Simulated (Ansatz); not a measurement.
`[F][Ge]([F])([F])[Cl]` + H₂O → `[OH][Ge]([F])([F])[F]` + HCl at 700 K and 1 bar (formal hydrolysis of a Ge–Cl bond).

Isolated molecules relaxed with PBE0-D4/def2-TZVP in Ansatz; ΔE leaves out vibrations. CCSD(T)/CBS is the MP2 limit (def2-TZVPP, def2-QZVPP) plus CCSD(T) − MP2 in def2-TZVPP, frozen cores. This one scheme is used for every species. For Ge outer-core shells are correlated without core-valence functions, which leaves a few kJ/mol of doubt a bond. Scalar relativity is left out up to krypton. One conformer a species, not always the lowest.

```json
{"species": "`[F][Ge]([F])([F])[Cl]`", "CCSD(T)/CBS energy (Eh)": "-2835.42086", "H − E (kJ/mol)": "80.1", "S (J/(mol·K))": "407.3"}
{"species": "H₂O", "CCSD(T)/CBS energy (Eh)": "-76.37941", "H − E (kJ/mol)": "80.5", "S (J/(mol·K))": "218.4"}
{"species": "`[OH][Ge]([F])([F])[F]`", "CCSD(T)/CBS energy (Eh)": "-2451.40975", "H − E (kJ/mol)": "117.5", "S (J/(mol·K))": "430.4"}
{"species": "HCl", "CCSD(T)/CBS energy (Eh)": "-460.38127", "H − E (kJ/mol)": "38.4", "S (J/(mol·K))": "211.8"}
```

H − E and S are ideal-gas, rigid-rotor, harmonic terms from PBE0-D4/def2-TZVP, for one conformer and one mirror image of each species. 1 Eh = 2625.50 kJ/mol, R = 8.31446 J/(mol·K).

Problem. By hand: ΔE, ΔH, ΔS and ΔG.

Solution. ΔE = (-2451.40975) + (-460.38127) − (-2835.42086) − (-76.37941) = 0.00925 Eh = 24.3 kJ/mol. Δ(H − E) = 117.5 + 38.4 − 80.1 − 80.5 = -4.7, so ΔH = 19.6 kJ/mol. ΔS = 430.4 + 211.8 − 407.3 − 218.4 = 16.5 J/(mol·K). ΔG = 19.6 − 700 × (16.5)/1000 = 8.1 kJ/mol.

Problem. By hand: the equilibrium constant, and the temperature at which ΔG would vanish if ΔH and ΔS stayed fixed.

Solution. log₁₀ K = −ΔG/(RT ln 10) = -0.6. ΔG = 0 at ΔH/ΔS = 1188 K, though so small a ΔS makes that figure unsure.

TΔS isn't small against ΔH here. A doubt of 5 kJ/mol in ΔE shifts log₁₀ K by 0.4 here. Other conformers and mirror images would add mixing entropy, several J/(mol·K) or more a flexible species. These are equilibria of isolated gas molecules and say nothing of rates. Largest T1 diagnostic: 0.012 (customary marks: 0.02 for closed shells, 0.045 for open ones).
